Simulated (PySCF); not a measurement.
Species: C₄H₄F₃OS (doublet state).
Z-matrix (Å and degrees, GFN2-xTB geometry), rows numbered from 1:
```
C 
S   1  1.7338
O   2  1.4551  1  108.89
C   2  1.8407  1   93.42  3   108.61
C   4  1.3169  2  118.89  1  -114.20
C   5  1.4984  4  123.76  2   178.88
F   6  1.3403  5  111.90  4  -130.32
F   6  1.3434  5  111.87  4   110.25
F   6  1.3411  5  112.92  4    -9.83
H   1  1.0733  2  116.79  3   173.09
H   1  1.0733  2  118.19  3    20.65
H   4  1.0763  2  115.61  1    64.86
H   5  1.0821  4  121.11  2    -1.08
```

The hyperfine couplings belong to this conformer and change with its torsions.

Identity: `[CH2][S@@](=O)/C=C/C(F)(F)F` [radical].

Level of theory: UKS B3LYP, pcH-1 on C F H O S, non-relativistic, mean-field spin-orbit, GIAO (PySCF). Isolated species at its GFN2-xTB geometry (one conformer only). A GFN2-xTB geometry isn't a minimum of the functional, and hyperfine couplings can be far from their values at a DFT geometry.

Question: What are Nα, Nβ and the exact ⟨S²⟩?

Answer: Nα = 40, Nβ = 39 (79 in all), and S(S+1) = 0.75 for S = 1/2.

Mulliken spin populations, one withheld:

```tsv
atom	bound to	population
C1	S2, H10, H11	?
S2	C1, O3, C4	+0.0332
O3	S2	+0.0163
C4	S2, C5, H12	+0.0638
C5	C4, C6, H13	-0.0021
C6	C5, F7, F8, F9	+0.0043
F7	C6	+0.0012
F8	C6	-0.0004
F9	C6	-0.0001
H10	C1	-0.0341
H11	C1	-0.0388
H12	C4	-0.0004
H13	C5	+0.0043
```

Question: Complete the table.

Answer: The populations add up to Nα − Nβ = 1, and the others sum to 0.0472, so C1 holds +0.953.

Question: Sum the populations by element and by sign.

Answer: Carbon +1.02, sulfur +0.03, oxygen +0.02, fluorine 0.00, hydrogen -0.07. The positive populations sum to 1.08, the negative ones to -0.08.

Question: The run gives ⟨S²⟩ = 0.7556. What does that say of the overlap of α and β orbitals, and of the weight of higher spin?

Answer: For a single determinant ⟨S²⟩ = S(S+1) + Nβ − Σ|⟨iα|jβ⟩|², so the squared overlaps of occupied orbitals sum to 39 − 0.0056 = 38.9944. If the quartet state (S + 1) were the only admixture, its weight would be 0.0056/(2S + 2) = 0.19 %. For Kohn–Sham this describes the determinant of the orbitals, not the true wave function.

Question: What Fermi-contact NMR shifts do the couplings of C5, C6, F7/F8/F9, H10, H11, H12, H13 imply at 298 K (Curie law, g = gₑ)?

Answer: δ = a_FC·h·gₑ μB S(S+1)/(3 g_N μN kT), with k/h = 20836.6 MHz/K:

| nuclei | isotope | a_FC (MHz) | g_N | contact shift (ppm) |
| --- | --- | --- | --- | --- |
| C5 | 13C | 2.44 | 1.4048 | +257 |
| C6 | 13C | 8.35 | 1.4048 | +880 |
| F7/F8/F9 | 19F | 0.48 | 5.2577 | +13 |
| H10 | 1H | -48.30 | 5.5857 | -1280 |
| H11 | 1H | -56.34 | 5.5857 | -1493 |
| H12 | 1H | -4.62 | 5.5857 | -122 |
| H13 | 1H | 4.07 | 5.5857 | +108 |

The sign follows the spin density at the nucleus: positive density means a positive shift. Entries for several nuclei are means.

Means are taken over nuclei equivalent by connectivity, which assumes that they swap fast. H10 and H11 aren't averaged: C1 is flat or nearly so (angle sum 354°), and its turn about the short C1–S2 bond (1.73 Å) is taken as slow. The three 19F nuclei of mean +0.5 MHz run from -2.8 to 4.3 MHz in the frozen geometry.

β density exceeds α density at some nuclei, such as H11 (-0.0126), H10 (-0.0108) and H12 (-0.0010), spin density in bohr⁻³. In a single determinant that takes different orbitals for the two spins, that is spin polarisation.
